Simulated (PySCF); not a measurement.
Isomers of C5H9N3, mass 111.080 u with the commonest isotopes. Level of theory: PBE0/def2-SVPD in PySCF (dipole) on a GFN2-xTB geometry, gas phase. One conformer each, none proved a minimum here; rigid rotors.

Question: Order these by rotational constant A, largest first.
A. `[CH3:1][CH2:2][n:3]1[n:4][cH:5][c:6]([CH3:7])[n:8]1` with C1–C2–N3–N4 -89°
B. `[CH3:1][CH:2]([CH3:3])[n:4]1[cH:5][cH:6][n:7][n:8]1` with C1–C2–N4–C5 -120°
C. `[CH3:1][CH2:2][c:3]1[cH:4][n:5][n:6]([CH3:7])[n:8]1` with C1–C2–C3–C4 -78°
D. `Cc1nn(C)nc1C`

Answer: C (5492 MHz), A (5172 MHz), B (4522 MHz), D (3613 MHz).

Question: Order these by rotational constant C, smallest first.
A. `[CH3:1][CH2:2][c:3]1[cH:4][n:5][n:6]([CH3:7])[n:8]1` with C1–C2–C3–C4 -78°
B. `Cn1nc(c(n1)C)C`
C. `[CH3:1][CH2:2][n:3]1[n:4][cH:5][c:6]([CH3:7])[n:8]1` with C1–C2–N3–N4 -89°
D. `[CH3:1][CH:2]([CH3:3])[n:4]1[cH:5][n:6][n:7][cH:8]1` with C1–C2–N4–C5 62°
E. `[CH3:1][CH:2]([CH3:3])[n:4]1[cH:5][cH:6][n:7][n:8]1` with C1–C2–N4–C5 -120°

Answer: A (1165 MHz), C (1206 MHz), B (1243 MHz), D (1426 MHz), E (1482 MHz).

Question: Order these by dipole moment, largest first.
A. `[CH3:1][CH2:2][n:3]1[n:4][cH:5][c:6]([CH3:7])[n:8]1` with C1–C2–N3–N4 -89°
B. `[CH3:1][CH:2]([CH3:3])[n:4]1[cH:5][n:6][n:7][cH:8]1` with C1–C2–N4–C5 62°
C. `CC1=NN(C)N=C1C`
D. `[CH3:1][CH:2]([CH3:3])[n:4]1[cH:5][cH:6][n:7][n:8]1` with C1–C2–N4–C5 -120°

Answer: B (6.50 D), D (4.56 D), A (0.42 D), C (0.24 D).

| SMILES | point group | Ia (u·Å²) | Ib (u·Å²) | Ic (u·Å²) | κ | μa (D) | μb (D) | μc (D) |
| --- | --- | --- | --- | --- | --- | --- | --- | --- |
| CCn1ncc(C)n1 | C1 | 97.71 | 364.92 | 419.05 | -0.91 | 0.14 | 0.37 | 0.13 |
| CC(C)n1ccnn1 | – | 111.75 | 337.01 | 341.03 | -0.99 | 2.59 | 3.65 | 0.89 |
| CC(C)n1cnnc1 | Cs | 111.23 | 351.75 | 354.33 | -0.99 | 6.42 | 1.00 | 0.05 |
| CCc1cnn(C)n1 | C1 | 92.02 | 383.69 | 433.76 | -0.93 | 0.04 | 0.33 | 0.03 |
| Cc1nn(C)nc1C | Cs | 139.87 | 276.09 | 406.50 | -0.50 | 0.24 | 0.00 | 0.00 |
